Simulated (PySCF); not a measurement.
C2H7OSi, doublet, geometry from GFN2-xTB.

Input for PySCF:
```python
from pyscf import gto, scf, dft

mol = gto.Mole()
mol.atom = '''
    C     1.559542   -0.854831   -0.060579
    Si   -0.004100    0.110428    0.419904
    C    -1.615482   -0.777351   -0.087813
    O     0.147495    1.521066   -0.416852
    H     2.455580   -0.308055    0.212588
    H     1.592451   -1.822975    0.428377
    H     1.584879   -1.016602   -1.136717
    H    -1.650777   -0.907455   -1.169306
    H    -2.498882   -0.217552    0.206633
    H    -1.684289   -1.759852    0.366113
    H    -0.585888    2.111072   -0.561175
'''
mol.basis = '6-31g**'
mol.charge = 0
mol.spin = 1
mol.verbose = 4
mol.build()

mf = dft.UKS(mol)
mf.xc = 'pbe'
mf = mf.density_fit(auxbasis='def2-universal-jkfit')
mf.kernel()
```

Question: What does this run give for the number of basis functions, Mulliken (on the basis functions themselves) charges in atom order?

Answer: 
The number of basis functions is 95 and the Mulliken (on the basis functions themselves) charges in atom order is C1 -0.57, Si2 0.54, C3 -0.59, O4 -0.55, H5 0.15, H6 0.14, H7 0.14, H8 0.14, H9 0.14, H10 0.14, H11 0.31.

These values belong to the state on which the SCF converged, which isn't shown to be the lowest.
